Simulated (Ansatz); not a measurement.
The cluster Mg₃Cl₄⁺. Charge 1, multiplicity 2. Geometry PBE0-D4/def2-SVP; atoms count from 1.

| atom | x (Å) | y (Å) | z (Å) |
| --- | --- | --- | --- |
| Mg1 | 0.0515 | -0.0816 | 1.8308 |
| Mg2 | 1.6559 | -0.1380 | -0.7735 |
| Mg3 | -2.3680 | 0.3134 | -1.4660 |
| Cl4 | 1.5415 | 1.5286 | 0.9167 |
| Cl5 | 1.2065 | -1.8753 | 0.7841 |
| Cl6 | 0.0178 | 0.0892 | -2.3688 |
| Cl7 | -2.1051 | 0.1638 | 1.0766 |

The structure comes from a short search, and lower isomers may exist.

Question: Estimate the Mulliken populations from the PBE0/def2-TZVP orbitals of Ansatz.

Answer: 
```
atom  charge (e)  spin (α − β)
 Mg1        0.99          0.03
 Mg2        0.99          0.03
 Mg3        0.67          0.92
 Cl4       -0.39          0.00
 Cl5       -0.39          0.00
 Cl6       -0.44          0.01
 Cl7       -0.44          0.01
```
Mulliken values depend strongly on the basis.

Question: Where does the spin sit?

Answer: Summed by element: Mg 0.99, Cl 0.01, of 1 unpaired in all. Largest on single atoms: Mg3 0.92, Mg1 0.03, Mg2 0.03.

Question: And the Mayer bond orders between heavy atoms (over 0.3)?

Answer: Mg1–Cl4 0.52 (2.38 Å); Mg1–Cl5 0.52 (2.38 Å); Mg1–Cl7 0.70 (2.30 Å); Mg2–Cl4 0.52 (2.38 Å); Mg2–Cl5 0.52 (2.38 Å); Mg2–Cl6 0.70 (2.30 Å); Mg3–Cl6 0.33 (2.56 Å); Mg3–Cl7 0.33 (2.56 Å).
